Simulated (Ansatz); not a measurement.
This geometry of C2H3Sn (6 atoms, charge 0, multiplicity 2) is a first-order saddle point.

All numbers below come from UKS PBE/def2-SVP in Ansatz.

```xyz
6
Properties=species:S:1:pos:R:3
C -0.400 -1.895 -0.175
C -0.139 -0.695 -0.070
Sn 0.296 1.311 0.110
H -0.638 -2.948 -0.270
H 1.069 2.075 -1.196
H -0.146 2.088 1.555
```

(1) Which two structures does it join? (They come from a converged band through this point; their orientation in space is the band's.)

(2) How far does it lie above each of them?

Answers

(1) No bond is made or broken. The height of Sn3 over the plane of its neighbours goes from 0.65 to -0.65 Å. The two ends are copies of one structure, up to a mirror image or an exchange of like atoms.

Image 0:

```xyz
6
Properties=species:S:1:pos:R:3
C -0.397 -1.855 -0.174
C -0.052 -0.680 -0.028
Sn 0.745 1.241 0.311
H -0.727 -2.877 -0.313
H 0.818 2.043 -1.234
H -0.345 2.063 1.393
```

Image 6:

```xyz
6
Properties=species:S:1:pos:R:3
C -0.395 -1.856 -0.173
C -0.218 -0.638 -0.102
Sn -0.134 1.468 -0.081
H -0.524 -2.930 -0.223
H 1.238 1.936 -1.047
H 0.075 1.955 1.579
```

(2) 0.39 eV above the first and 0.39 eV above the second. This is the barrier of this one path; another mechanism may lie lower.

Time of the run: 88 s on 1 thread of Arm Neoverse V1 (shared host), peak memory 0.14 GiB.
